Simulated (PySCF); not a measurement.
# GeF₂ + GeCl₂ → 2 GeFCl

Level: PBE0 in the def2-TZVP basis family, all electrons, no relativity, computed in PySCF with density fitting; open shells unrestricted.

```
species                                      state and structure       E (Eh)  ZPE (kJ/mol)  H(298 K) − H(0) (kJ/mol)  S° (J/(mol K))
   GeF₂            singlet, C2v, Ge–F 1.745 Å (×2); F–Ge–F 97.1°  -2276.40758           9.7                      11.8           271.2
  GeCl₂        singlet, C2v, Ge–Cl 2.182 Å (×2); Cl–Ge–Cl 100.1°  -2996.95593           5.7                      13.2           295.3
  GeFCl  singlet, Cs, Ge–Cl 2.180 Å, Ge–F 1.748 Å; Cl–Ge–F 98.3°  -2636.68096           7.7                      12.5           289.2
```

Task: What is the electronic reaction energy?

Result: At PBE0/def2-TZVP, ΔE = 4.2 kJ/mol from the differences of the total energies times 2625.5, uphill. Ligand scrambling is nearly thermoneutral, as expected when bond energies add up.

Task: Add zero-point, thermal and entropy terms for 298.15 K and 1 bar.

Result: ΔZPE = 0.0 and Δ[H(298) − H(0)] = 0.0 kJ/mol give ΔH° = 4.2 kJ/mol. ΔS° = 11.9 J/(mol K), so ΔG° = 4.2 − 298.15 × (0.0119) = 1 kJ/mol and log₁₀K = -0.1.

The structures come from searches over a few start shapes, so lower isomers are not excluded.
